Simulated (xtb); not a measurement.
H$_{2}$O$_{4}$S, charge +1, doublet, from a rough starting geometry (a state made from the parent by changing its charge; the spin is typed, not shown lowest); GFN2-xTB (xtb).

Here is a job for xtb.
```
$ xtb mol.xyz --gfn 2 --chrg 1 --uhf 1 --opt vtight --json

# file mol.xyz
7

O     -0.66708454     1.11326833     0.27304850
S     -0.23893170    -0.39754976    -0.00660965
O     -0.78437482    -0.74059203    -1.24877047
O     -0.45994498    -1.19236826     1.05276248
O      1.28786466    -0.11955943    -0.23374116
H     -0.88520315     1.43971590    -0.54558039
H      1.73525897    -0.26990775     0.64337618
```

It wrote (shortened):

```
   ID    Z sym.   atoms
    1    8 O      1, 3-5
    2   16 S      2
    3    1 H      6, 7

           -------------------------------------------------
          |                Calculation Setup                |
           -------------------------------------------------

           -------------------------------------------------
          |                 G F N 2 - x T B                 |
           -------------------------------------------------

          ...................................................
          :                      SETUP                      :
          :.................................................:
          :  # basis functions                  28          :
          :  # atomic orbitals                  27          :
          :  # shells                           13          :
          :  # electrons                        31          :
          :  max. iterations                   250          :
          :  Hamiltonian                  GFN2-xTB          :
          :  restarted?                      false          :
          :  GBSA solvation                  false          :
          :  PC potential                    false          :
          :  electronic temp.          300.0000000     K    :
          :  accuracy                    1.0000000          :
          :  -> integral cutoff          0.2500000E+02      :
          :  -> integral neglect         0.1000000E-07      :
          :  -> SCF convergence          0.1000000E-05 Eh   :
          :  -> wf. convergence          0.1000000E-03 e    :
          :  Broyden damping             0.4000000          :
          :  net charge                          1          :
          :  unpaired electrons                  1          :
          ...................................................

 iter      E             dE          RMSdq      gap      omega  full diag
   1    -20.0287840 -0.200288E+02  0.896E+00   11.02       0.0  T
   2    -20.0143464  0.144376E-01  0.563E+00   10.45       1.0  T
   3    -19.8687446  0.145602E+00  0.589E+00    9.34       1.0  T
   4    -19.9448072 -0.760626E-01  0.371E+00   10.08       1.0  T
   5    -20.0263963 -0.815891E-01  0.177E+00   10.11       1.0  T
   6    -20.0321276 -0.573129E-02  0.152E+00   10.18       1.0  T
   7    -20.0341527 -0.202511E-02  0.133E+00   10.21       1.0  T
   8    -20.0410893 -0.693664E-02  0.996E-01   10.26       1.0  T
   9    -20.0486446 -0.755529E-02  0.319E-01   10.25       1.0  T
  10    -20.0493139 -0.669320E-03  0.904E-02   10.24       1.0  T
  11    -20.0486388  0.675190E-03  0.283E-01   10.23       1.0  T
  12    -20.0484579  0.180862E-03  0.317E-01   10.24       1.0  T
  13    -20.0493345 -0.876647E-03  0.241E-02   10.23       1.6  T
  14    -20.0493363 -0.177653E-05  0.187E-02   10.23       2.0  T
  15    -20.0493393 -0.294985E-05  0.279E-03   10.23      13.6  T
  16    -20.0493393 -0.605648E-07  0.102E-03   10.23      37.0  T
  17    -20.0493393 -0.669973E-08  0.401E-04   10.23      94.2  T
  18    -20.0493393 -0.663320E-09  0.225E-04   10.23     168.1  T

   *** convergence criteria satisfied after 18 iterations ***

         :::::::::::::::::::::::::::::::::::::::::::::::::::::
         ::                     SUMMARY                     ::
         :::::::::::::::::::::::::::::::::::::::::::::::::::::
         :: total energy             -19.917505411685 Eh    ::
         :: gradient norm              0.195735210735 Eh/a0 ::
         :: HOMO-LUMO gap             10.232301634329 eV    ::
         ::.................................................::
         :: SCC energy               -20.049338777853 Eh    ::
         :: -> isotropic ES            0.139295446443 Eh    ::
         :: -> anisotropic ES          0.002535527778 Eh    ::
         :: -> anisotropic XC         -0.005246935717 Eh    ::
         :: -> dispersion             -0.003706609133 Eh    ::
         :: repulsion energy           0.131833366168 Eh    ::
[...]
 * total energy  :   -19.9500671 Eh     change       -0.3354672E-06 Eh
 * total energy  :   -19.9500674 Eh     change       -0.2171611E-06 Eh
 * total energy  :   -19.9500676 Eh     change       -0.2089599E-06 Eh
 * total energy  :   -19.9500679 Eh     change       -0.3042359E-06 Eh
 * total energy  :   -19.9500685 Eh     change       -0.5843613E-06 Eh
 * total energy  :   -19.9500692 Eh     change       -0.7578457E-06 Eh
 * total energy  :   -19.9500704 Eh     change       -0.1199822E-05 Eh
 * total energy  :   -19.9500716 Eh     change       -0.1226638E-05 Eh
 * total energy  :   -19.9500726 Eh     change       -0.9061066E-06 Eh
 * total energy  :   -19.9500728 Eh     change       -0.2787307E-06 Eh
 * total energy  :   -19.9500729 Eh     change       -0.6385567E-07 Eh
 * total energy  :   -19.9500730 Eh     change       -0.8112963E-07 Eh
   *** GEOMETRY OPTIMIZATION CONVERGED AFTER 90 ITERATIONS ***
         :: total energy             -19.950072974974 Eh    ::
[...]
         8        2.0000           -0.8347199             -22.7139
         9        2.0000           -0.8304606             -22.5980
        10        2.0000           -0.8097731             -22.0350
        11        2.0000           -0.7862230             -21.3942
        12        2.0000           -0.7651992             -20.8221
        13        2.0000           -0.7631398             -20.7661
        14        2.0000           -0.7603639             -20.6906
        15        2.0000           -0.7494392             -20.3933
        16        1.0000           -0.7194721             -19.5778 (HOMO)
        17                         -0.4035701             -10.9817 (LUMO)
        18                         -0.3021273              -8.2213
        19                         -0.2692209              -7.3259
        20                         -0.2681143              -7.2958
        21                         -0.0969681              -2.6386
        22                         -0.0878578              -2.3907
        23                         -0.0673687              -1.8332
        24                          0.1320927               3.5944
        25                          0.7222004              19.6521
        26                          0.7850451              21.3622
        27                          0.9280127              25.2525
      -------------------------------------------------------------
                  HL-Gap            0.3159020 Eh            8.5961 eV
             Fermi-level           -0.6479883 Eh          -17.6327 eV

     #   Z          covCN         q      C6AA      α(0)
     1   8 O        1.664    -0.486    22.582     6.415
     2  16 S        3.455     1.876    84.888    15.507
     3   8 O        0.860    -0.396    21.602     6.231
     4   8 O        0.860    -0.396    21.600     6.231
     5   8 O        1.664    -0.486    22.583     6.415
     6   1 H        0.813     0.444     0.411     1.007
     7   1 H        0.813     0.444     0.411     1.006

 Mol. C6AA /au·bohr⁶  :        847.717477
 Mol. C8AA /au·bohr⁸  :      23216.143371
 Mol. α(0) /au        :         42.813012

Wiberg/Mayer (AO) data.
largest (>0.10) Wiberg bond orders for each atom

 ---------------------------------------------------------------------------
     #   Z sym  total        # sym  WBO       # sym  WBO       # sym  WBO
 ---------------------------------------------------------------------------
     1   8 O    2.116 --     2 S    1.106     6 H    0.775
     2  16 S    4.830 --     4 O    1.294     3 O    1.294     5 O    1.106
                             1 O    1.106
     3   8 O    1.896 --     2 S    1.294     4 O    0.424
     4   8 O    1.896 --     2 S    1.294     3 O    0.424
     5   8 O    2.116 --     2 S    1.106     7 H    0.775
     6   1 H    0.803 --     1 O    0.775
     7   1 H    0.803 --     5 O    0.775
 ---------------------------------------------------------------------------

Topologies differ in total number of bonds
Writing topology from bond orders to xtbtopo.mol

molecular dipole:
                 x           y           z       tot (Debye)
 q only:        0.216       0.301       0.015
   full:        0.245       0.346       0.019       1.078
molecular quadrupole (traceless):
                xx          xy          yy          xz          yz          zz
 q only:        6.827      -9.351      -1.626       1.860      -1.427      -5.201
  q+dip:        7.721     -11.129      -2.367       2.022      -1.698      -5.354
   full:        7.715     -11.187      -2.429       2.010      -1.707      -5.286

optimized geometry written to: xtbopt.xyz

           -------------------------------------------------
          | TOTAL ENERGY              -19.950072974974 Eh   |
          | GRADIENT NORM               0.000089773916 Eh/α |
          | HOMO-LUMO GAP               8.596130512101 eV   |
           -------------------------------------------------

normal termination of xtb
```
